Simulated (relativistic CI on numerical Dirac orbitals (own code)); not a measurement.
# What each ingredient does to the levels of Ho⁵⁷⁺

Base calculation: Dirac-Coulomb-Breit CI, separate exchange-only KLI orbitals for each configuration, model QED (radiative potential, 1s self-energy scaled to tabulated hydrogen-like ionisation energies), unscaled Slater integrals.

Configuration list (outside the closed core 1s2): 2s2.2p6, 2s2.2p5.3s, 2s2.2p5.3p, 2s2.2p5.3d, 2s.2p6.3s, 2s.2p6.3p, 2s.2p6.3d, 2s2.2p5.4s, 2s2.2p5.4p, 2s2.2p5.4d, 2s2.2p5.4f, 2s2.2p4.3s2, 2s.2p6.4s, 2s.2p6.4p, 2s2.2p4.3s.3p, 2s2.2p5.5s, 2s.2p6.4d, 2s2.2p5.5p, 2s.2p6.4f, 2s2.2p5.5d, 2s2.2p4.3s.3d, 2s2.2p5.5f, 2s2.2p5.5g, 2s2.2p4.3p2, 2s2.2p4.3p.3d, 2s.2p5.3s2, 2s2.2p4.3d2, 2s.2p5.3s.3p, 2s.2p5.3s.3d, 2s.2p5.3p2, 2s.2p6.5s, 2s.2p6.5p, 2s.2p5.3p.3d, 2s.2p6.5d, 2s.2p6.5f, 2s.2p6.5g. Levels of other configurations are missing.

Variants: (1) valence Slater integrals scaled by 0.9; (2) one mean potential for all configurations. Shifts of the energy above 2s2.2p6 1S_0, in eV, for the lowest level and the first level of each name with at least 55 % of one term (blank where a level changes its place among those of its configuration and J or its character, or is not in the variant):

| Level | Base | Δ(1) | Δ(2) |
| --- | --- | --- | --- |
| 2s2.2p6 1S_0 | 0.00 | 0.00 | 0.00 |
| 2s2.2p5.3s 3P°_2 | 6729.42 | +0.25 | -1.36 |
| 2s2.2p5.3s 1P°_1 | 6736.85 | -0.45 | -1.38 |
| 2s2.2p5.3p 3D_3 | 7094.87 | +0.46 | -1.28 |
| 2s2.2p5.3p 1P_1 | 7095.07 | +0.51 | -1.28 |
| 2s2.2p5.3p 3P_2 | 7106.16 | -0.55 | -1.29 |
| 2s2.2p5.3p 1S_0 | 7155.53 | -5.20 | -0.52 |
| 2s2.2p5.3d 3P°_0 | 7235.38 | +1.56 | -1.41 |
| 2s2.2p5.3d 3P°_1 | 7244.02 | +0.68 | -1.40 |
| 2s2.2p5.3d 3F°_4 | 7297.31 | +0.69 | -1.39 |
| 2s2.2p5.3d 3D°_3 | 7312.37 | -0.69 | -1.37 |
| 2s2.2p5.3d 1P°_1 | 7338.94 | -3.59 | -1.35 |
| 2s2.2p5.3s 3P°_0 | 7609.72 | +0.40 | -1.17 |
| 2s2.2p5.3s 3P°_1 | 7613.03 | -0.06 | -1.18 |

At this charge energies of transitions that change n are usually good to better than 1 %, and those within a shell (Δn = 0) to a few per cent.

Ionisation energy from the two ground configurations alone: base 12494.3 eV. The NIST ASD value (theoretical) is 12495 eV.

LS names give the leading component of a level, which can be under half, so a name can repeat, a term be missing and a line seem to break the LS rules.
